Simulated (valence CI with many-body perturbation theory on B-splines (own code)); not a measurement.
## Energy levels of Gd56+

Method: relativistic CI+MBPT: six valence electrons over a frozen Dirac-Fock core [He], radial functions for each j: 9 s, 9 p, 8 d, 6 f, 3 g, 1 h, with the one-electron correlation potential Σ1 (screened to all orders), the two-electron term Σ2, the three-electron term Σ3, Breit, model QED; selected single and double excitations, second order for the rest, scaled by the run's own slope (own B-spline code, finite nucleus).

The last digits are not significant, and no measured levels were compared; by estimate large intervals hold to a few tenths of a per cent, small ones and those within an open d or f shell to about a per cent. Among the levels kept, up to 2100 cm⁻¹ of a level comes from second order outside the variational space, and about a tenth of that is noise between levels of different J, which matters for small intervals.

Levels 46 to 61 of 61, with energies above the lowest level, (2s^2 2p1/2^2 2p3/2^2) J=2. "Leading %" is the weight of the configuration and term that name the level; weights of strongly mixed levels are sums over their largest components and can fall short, and the name can then belong to a minority configuration. In the jj column 3d3/2^4 stands for four electrons in 3d with j = 3/2. Lifetimes count E1, E2, E3, M1 and M2 decay at the calculated energies, and are blank where another channel may lead or the interval is too uncertain; long ones can be off by a factor of two.

| No. | Configuration | Term | J | E (× 10³ cm⁻¹) | Leading % | Leading jj | Lifetime |
| --- | --- | --- | --- | --- | --- | --- | --- |
| 46 | 2s²2p³3p | ³D | 3 | 59928 | 69 | 2s^2 2p1/2 2p3/2^2 3p3/2 (93 %) | 463 fs |
| 47 | 2s²2p³3p | ³P | 1 | 60054 | 60 | 2s^2 2p1/2 2p3/2^2 3p3/2 (82 %) | 44.8 fs |
| 48 | 2s2p⁴3s | ³S | 1 | 60159 | 33 | 2s 2p1/2^2 2p3/2^2 3s (55 %) | 24.6 fs |
| 49 | 2s²2p³3p | ¹D | 2 | 60197 | 44 | 2s^2 2p1/2 2p3/2^2 3p3/2 (89 %) | 171 fs |
| 50 | 2s²2p³3p | ³D | 2 | 60335 | 39 | 2s^2 2p1/2 2p3/2^2 3p3/2 (83 %) | 143 fs |
| 51 | 2s2p⁴3p | ⁵P° | 2 | 60370 | 31 | 2s 2p1/2^2 2p3/2^2 3p1/2 (98 %) | 6.25 fs |
| 52 | 2s2p⁴3p | ³D° | 3 | 60378 | 38 | 2s 2p1/2^2 2p3/2^2 3p1/2 (95 %) | 2.47 fs |
| 53 | 2s2p⁴3s | ¹P | 1 | 60394 | 26 | 2s 2p1/2^2 2p3/2^2 3s (77 %) | 11.7 fs |
| 54 | 2s2p⁴3s | ³P | 2 | 60404 | 36 | 2s 2p1/2^2 2p3/2^2 3s (73 %) | 55.7 fs |
| 55 | 2s²2p³3p | ³P | 1 | 60456 | 21 | 2s^2 2p1/2 2p3/2^2 3p3/2 (52 %) | 25.1 fs |
| 56 | 2s2p⁴3s | ¹S | 0 | 60503 | 63 | 2s 2p1/2^2 2p3/2^2 3s (99 %) | 17.1 fs |
| 57 | 2s²2p³3d | ⁵D° | 1 | 60587 | 46 | 2s^2 2p1/2 2p3/2^2 3d3/2 (99 %) | 8.01 fs |
| 58 | 2s²2p³3d | ³F° | 2 | 60603 | 39 | 2s^2 2p1/2 2p3/2^2 3d3/2 (98 %) | 11.8 fs |
| 59 | 2s²2p³3d | ⁵D° | 0 | 60607 | 54 | 2s^2 2p1/2 2p3/2^2 3d3/2 (98 %) | 5.70 fs |
| 60 | 2s²2p³3d | ³G° | 3 | 60658 | 38 | 2s^2 2p1/2 2p3/2^2 3d3/2 (96 %) | 9.91 fs |
| 61 | 2s²2p³3d | ³G° | 4 | 60771 | 51 | 2s^2 2p1/2 2p3/2^2 3d3/2 (100 %) | 3.20 ps |
